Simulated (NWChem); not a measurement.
System: CH₃ClSi, singlet; SMILES C[Si]Cl

```xyz
6

Si     0.7819    -0.5344     0.0000
Cl    -0.1794     1.3411     0.0000
C     -0.7674    -1.6312     0.0001
H     -0.5080    -2.7015     0.0064
H     -1.3881    -1.4193    -0.8885
H     -1.3956    -1.4095     0.8810
```
Atoms are numbered in this order, from 1.

Low-valent species are run as closed-shell singlets; no triplet was tried in these runs. The geometry was optimised at PBE0/def2-SVP.

List the 4 lowest vertical singlet excitations from PBE/6-31+G* (spherical d), full TDDFT (NWChem).


```tsv
state	energy (eV)	oscillator strength	leading excitation (squared amplitude)
S1	2.76	0.020	HOMO → LUMO (0.99)
S2	4.59	0.008	HOMO−1 → LUMO (0.98)
S3	5.19	0.005	HOMO−2 → LUMO (0.53)
S4	5.46	0.118	HOMO → LUMO+2 (0.73)
```
